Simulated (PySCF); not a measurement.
CH₆O₃SSi, SMILES CO[Si](O)(O)S, singlet (PBE0/def2-SVP optimised geometry):

```
12

C     -0.949     0.853    -1.005
O     -1.031    -0.124     0.000
Si    -0.312    -1.605     0.000
O     -0.768    -2.326     1.411
O      1.337    -1.605     0.000
S     -0.911    -2.578    -1.800
H     -1.095     0.423    -2.011
H     -1.732     1.605    -0.831
H      0.030     1.362    -0.988
H     -1.672    -2.167     1.695
H      1.732    -1.594     0.878
H      0.179    -3.374    -1.816
```

Calculation: PBE0/def2-TZVP (PySCF 2.14.0).

Question: What are the frontier orbital energies and the dipole moment?

Answer: HOMO-2 -8.75 eV, HOMO-1 -8.52 eV, HOMO -7.55 eV, LUMO 0.45 eV, LUMO+1 0.68 eV; dipole moment 1.20 D.

On the same geometry PBE/def2-TZVP (PySCF 2.14.0) gives HOMO-2 -7.22 eV, HOMO-1 -6.92 eV, HOMO -6.27 eV, LUMO -0.46 eV, LUMO+1 -0.30 eV; dipole moment 1.20 D.

Meta-Löwdin charges at PBE0/def2-TZVP: C1 -0.12, O2 -0.62, Si3 1.41, O4 -0.76, O5 -0.76, S6 -0.34, H7 0.11, H8 0.12, H9 0.11, H10 0.36, H11 0.36, H12 0.13.
